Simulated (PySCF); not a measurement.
PySCF input for C2H9NOSi, SMILES CN(C)[SiH2]O, TDA-PBE0/def2-SVPD. Geometry optimised at r2SCAN-D4/def2-SVP. One conformer was computed; it need not be the lowest.

```python
import numpy as np
from pyscf import gto, scf, dft, tdscf

mol = gto.M(
    atom='''
    Si    0.71313857   -0.73969237    0.31209169
    O     2.00548338    0.27194326    0.61912472
    N    -0.65257666    0.14840798   -0.27235249
    C    -1.19283432    1.24525779    0.50437145
    C    -1.48492885   -0.26003476   -1.38096998
    H     0.51425871   -1.38947953    1.63948327
    H     0.98244537   -1.76234253   -0.74466004
    H     2.27016925    0.82965997   -0.12289596
    H    -2.16040133    0.98958836    0.98383122
    H    -1.36670399    2.13722749   -0.12934547
    H    -0.48632306    1.53958783    1.29663416
    H    -1.65451692    0.57869695   -2.08534791
    H    -2.48369173   -0.61465197   -1.05202748
    H    -1.00842782   -1.07833344   -1.94189469
    ''',
    basis='def2-SVPD',
    charge=0,
    spin=0,
    max_memory=1600,
    verbose=4,
)
mf = dft.RKS(mol, xc='pbe0').density_fit(auxbasis='def2-universal-jkfit')
mf.grids.level = 3
mf.conv_tol = 1e-9
mf.max_cycle = 100
mf.kernel()
mf.grids = dft.Grids(mol).set(level=1).build(with_non0tab=True)  # coarser grid for the response kernel
td = tdscf.TDA(mf)
td.singlet = True
td.nstates = 10
td.conv_tol = 1e-4
td.positive_eig_threshold = 1e-6
td.kernel(x0=td.get_init_guess(mf, 15))
td.analyze()
tt = tdscf.TDA(mf)
tt.singlet = False
tt.nstates = 4
tt.conv_tol = 1e-4
tt.positive_eig_threshold = 1e-6
tt.kernel(x0=tt.get_init_guess(mf, 9))
tt.analyze(verbose=3)
```

It prints:

```
PySCF version 2.14.0

[INPUT] verbose = 4
[INPUT] num. atoms = 14
[INPUT] num. electrons = 50
[INPUT] charge = 0
[INPUT] spin (= nelec alpha-beta = 2S) = 0
[INPUT] symmetry False subgroup None
[INPUT] Mole.unit = angstrom
[INPUT] Symbol           X                Y                Z      unit          X                Y                Z       unit  Magmom
[INPUT]  1 Si     0.713138570000  -0.739692370000   0.312091690000 AA    1.347636586164  -1.397815995730   0.589767819853 Bohr   0.0
[INPUT]  2 O      2.005483380000   0.271943260000   0.619124720000 AA    3.789814335567   0.513898282821   1.169976157748 Bohr   0.0
[INPUT]  3 N     -0.652576660000   0.148407980000  -0.272352490000 AA   -1.233191162683   0.280450436900  -0.514671615443 Bohr   0.0
[INPUT]  4 C     -1.192834320000   1.245257790000   0.504371450000 AA   -2.254130176782   2.353196177581   0.953123905550 Bohr   0.0
[INPUT]  5 C     -1.484928850000  -0.260034760000  -1.380969980000 AA   -2.806108840965  -0.491394479267  -2.609655048446 Bohr   0.0
[INPUT]  6 H      0.514258710000  -1.389479530000   1.639483270000 AA    0.971808119072  -2.625735767389   3.098174366106 Bohr   0.0
[INPUT]  7 H      0.982445370000  -1.762342530000  -0.744660040000 AA    1.856552681647  -3.330344719373  -1.407203531508 Bohr   0.0
[INPUT]  8 H      2.270169250000   0.829659970000  -0.122895960000 AA    4.289998138909   1.567830119815  -0.232239706216 Bohr   0.0
[INPUT]  9 H     -2.160401330000   0.989588360000   0.983831220000 AA   -4.082566832846   1.870050976457   1.859171558597 Bohr   0.0
[INPUT] 10 H     -1.366703990000   2.137227490000  -0.129345470000 AA   -2.582696234450   4.038774621992  -0.244427513753 Bohr   0.0
[INPUT] 11 H     -0.486323060000   1.539587830000   1.296634160000 AA   -0.919017391460   2.909399343413   2.450283446155 Bohr   0.0
[INPUT] 12 H     -1.654516920000   0.578696950000  -2.085347910000 AA   -3.126583847259   1.093578744621  -3.940736424334 Bohr   0.0
[INPUT] 13 H     -2.483691730000  -0.614651970000  -1.052027480000 AA   -4.693497147547  -1.161523885224  -1.988043812716 Bohr   0.0
[INPUT] 14 H     -1.008427820000  -1.078333440000  -1.941894690000 AA   -1.905652396192  -2.037754872560  -3.669649126847 Bohr   0.0

nuclear repulsion = 251.156984896051
number of shells = 79
number of NR pGTOs = 255
number of NR cGTOs = 179
basis = def2-SVPD
ecp = {}


******** <class 'pyscf.df.df_jk.DFRKS'> ********
method = DFRKS
initial guess = minao
damping factor = 0
level_shift factor = 0
DIIS = <class 'pyscf.scf.diis.CDIIS'>
diis_start_cycle = 1
diis_space = 8
diis_damp = 0
SCF conv_tol = 1e-09
SCF conv_tol_grad = None
SCF max_cycles = 100
direct_scf = False
XC library pyscf.dft.libxc version 7.1.2
    S. Lehtola, C. Steigemann, M. J. T. Oliveira, and M. A. L. Marques,  SoftwareX 7, 1–5 (2018)
XC functionals = pbe0
    C. Adamo and V. Barone,  J. Chem. Phys. 110, 6158 (1999)
    M. Ernzerhof and G. E. Scuseria,  J. Chem. Phys. 110, 5029 (1999)
radial grids:
    Treutler-Ahlrichs [JCP 102, 346 (1995); DOI:10.1063/1.469408] (M4) radial grids

becke partition: Becke, JCP 88, 2547 (1988); DOI:10.1063/1.454033
pruning grids: <function nwchem_prune>
grids dens level: 3
symmetrized grids: False
atomic radii adjust function: <function treutler_atomic_radii_adjust>
small_rho_cutoff = 0
Set gradient conv threshold to 3.16228e-05
Initial guess from minao.
tot grids = 163672
******** <class 'pyscf.df.df.DF'> ********
auxbasis = def2-universal-jkfit
init E= -500.733561809004
  HOMO = -0.268352626182967  LUMO = -0.0329030247987041  gap/eV = 6.40691
cycle= 1 E= -500.457299266993  delta_E= 0.276  |g|= 0.686  |ddm|= 4.67
  HOMO = -0.178012038275252  LUMO = 0.0246196147521713  gap/eV = 5.51389
cycle= 2 E= -500.308830595757  delta_E= 0.148  |g|=  1.1  |ddm|= 1.75
  HOMO = -0.232674695350563  LUMO = 0.0085227552759779  gap/eV = 6.56332
cycle= 3 E= -500.550196885773  delta_E= -0.241  |g|= 0.0744  |ddm|= 1.04
  HOMO = -0.245118095979714  LUMO = 0.0105595297594934  gap/eV = 6.95734
cycle= 4 E= -500.550979646725  delta_E= -0.000783  |g|= 0.0467  |ddm|= 0.138
  HOMO = -0.238016491864775  LUMO = 0.0111072806079591  gap/eV = 6.77900
cycle= 5 E= -500.55147393158  delta_E= -0.000494  |g|= 0.01  |ddm|= 0.0529
  HOMO = -0.239166074941744  LUMO = 0.0108716946195377  gap/eV = 6.80387
cycle= 6 E= -500.551494360693  delta_E= -2.04e-05  |g|= 0.00296  |ddm|= 0.0126
  HOMO = -0.239069864056453  LUMO = 0.0108373341820793  gap/eV = 6.80032
cycle= 7 E= -500.55149623549  delta_E= -1.87e-06  |g|= 0.000384  |ddm|= 0.00352
  HOMO = -0.239043365540003  LUMO = 0.0108362761335092  gap/eV = 6.79957
cycle= 8 E= -500.551496273515  delta_E= -3.8e-08  |g|= 8.03e-05  |ddm|= 0.000877
  HOMO = -0.239036993164207  LUMO = 0.0108400891317086  gap/eV = 6.79950
cycle= 9 E= -500.551496275342  delta_E= -1.83e-09  |g|= 2e-05  |ddm|= 0.000177
  HOMO = -0.239039331901029  LUMO = 0.0108394044895745  gap/eV = 6.79955
cycle= 10 E= -500.551496275449  delta_E= -1.07e-10  |g|= 4.09e-06  |ddm|= 4.34e-05
  HOMO = -0.239038780943898  LUMO = 0.0108397398947413  gap/eV = 6.79954
Extra cycle  E= -500.55149627545  delta_E= -1.48e-12  |g|= 4.79e-06  |ddm|= 1.29e-05
converged SCF energy = -500.55149627545
tot grids = 49320
Overwritten attributes  positive_eig_threshold  of <class 'pyscf.tdscf.rks.TDA'>


******** <class 'pyscf.tdscf.rks.TDA'> for <class 'pyscf.df.df_jk.DFRKS'> ********
nstates = 10 singlet
deg_eia_thresh = 1.000e-03
wfnsym = None
conv_tol = 0.0001
eigh lindep = 1e-12
eigh level_shift = 0
eigh max_cycle = 100


Excitation energies (eV)
[5.70582407 6.04305294 6.79135866 6.91764129 7.08667913 7.21921224
 7.68012634 7.70516743 7.97178696 8.05224857]

** Singlet excitation energies and oscillator strengths **
Excited State   1:      5.70582 eV    217.29 nm  f=0.0224
      25 -> 26        0.67601
      25 -> 27        0.17294
Excited State   2:      6.04305 eV    205.17 nm  f=0.0499
      25 -> 26        0.17096
      25 -> 27       -0.67813
Excited State   3:      6.79136 eV    182.56 nm  f=0.0239
      25 -> 28        0.57885
      25 -> 29        0.34434
      25 -> 30        0.18292
Excited State   4:      6.91764 eV    179.23 nm  f=0.0222
      25 -> 28       -0.29790
      25 -> 29        0.60537
      25 -> 30       -0.18170
Excited State   5:      7.08668 eV    174.95 nm  f=0.0076
      25 -> 28       -0.24333
      25 -> 30        0.62375
      25 -> 31       -0.15843
      25 -> 32       -0.10312
Excited State   6:      7.21921 eV    171.74 nm  f=0.0378
      25 -> 30        0.17741
      25 -> 31        0.66580
      25 -> 32        0.11218
Excited State   7:      7.68013 eV    161.44 nm  f=0.0043
      24 -> 26       -0.67670
      24 -> 27        0.14920
Excited State   8:      7.70517 eV    160.91 nm  f=0.0695
      25 -> 31       -0.13404
      25 -> 32        0.67895
Excited State   9:      7.97179 eV    155.53 nm  f=0.0056
      25 -> 33        0.54284
      25 -> 34       -0.40742
      25 -> 35        0.13355
Excited State  10:      8.05225 eV    153.97 nm  f=0.0455
      25 -> 33        0.42451
      25 -> 34        0.55110

** Transition electric dipole moments (AU) **
state          X           Y           Z        Dip. S.      Osc.
  1        -0.3321      0.1397     -0.1754      0.1606      0.0224
  2        -0.5722      0.0259      0.0926      0.3367      0.0499
  3        -0.0891      0.2601     -0.2605      0.1434      0.0239
  4         0.3499      0.0352     -0.0841      0.1308      0.0222
  5        -0.0022     -0.0234      0.2074      0.0435      0.0076
  6        -0.0392      0.3992     -0.2299      0.2138      0.0378
  7        -0.0567     -0.1317      0.0453      0.0226      0.0043
  8         0.3090     -0.4421      0.2779      0.3682      0.0695
  9        -0.0739      0.0673     -0.1365      0.0286      0.0056
 10         0.4594     -0.1038      0.0929      0.2304      0.0455

** Transition velocity dipole moments (imaginary part, AU) **
state          X           Y           Z        Dip. S.      Osc.
  1        -0.0460      0.0220     -0.0368      0.0040      0.0126
  2        -0.0985     -0.0215      0.0256      0.0108      0.0325
  3        -0.0022      0.0606     -0.0635      0.0077      0.0206
  4         0.0658      0.0098     -0.0114      0.0046      0.0119
  5        -0.0039     -0.0061      0.0448      0.0021      0.0053
  6         0.0025      0.0693     -0.0473      0.0071      0.0177
  7         0.0038     -0.0323      0.0024      0.0011      0.0025
  8         0.0672     -0.0740      0.0547      0.0130      0.0306
  9         0.0016      0.0328     -0.0519      0.0038      0.0086
 10         0.0938     -0.0458      0.0340      0.0120      0.0271

** Transition magnetic dipole moments (imaginary part, AU) **
state          X           Y           Z
  1        -0.1971      0.0915      0.2955
  2        -0.0318     -0.1869     -0.2267
  3         0.3938      0.4174      0.3117
  4         0.2494      0.0166      0.2236
  5         0.1244      0.1966      0.2000
  6        -0.3078      0.1955      0.0008
  7         0.7457     -0.5455      0.8404
  8        -0.0060     -0.1928     -0.2005
  9        -0.0602     -0.2577     -0.1583
 10        -0.0062      0.2714      0.1847


******** <class 'pyscf.tdscf.rks.TDA'> for <class 'pyscf.df.df_jk.DFRKS'> ********
nstates = 4 triplet
deg_eia_thresh = 1.000e-03
wfnsym = None
conv_tol = 0.0001
eigh lindep = 1e-12
eigh level_shift = 0
eigh max_cycle = 100


Excitation energies (eV)
[5.4290564  5.78551186 6.44522744 6.75121108]

** Triplet excitation energies and oscillator strengths **
Excited State   1:      5.42906 eV    228.37 nm  f=0.0000
Excited State   2:      5.78551 eV    214.30 nm  f=0.0000
Excited State   3:      6.44523 eV    192.37 nm  f=0.0000
Excited State   4:      6.75121 eV    183.65 nm  f=0.0000
```

The calculation finished and met its thresholds.

Cost: around 4 core-minutes (rough).
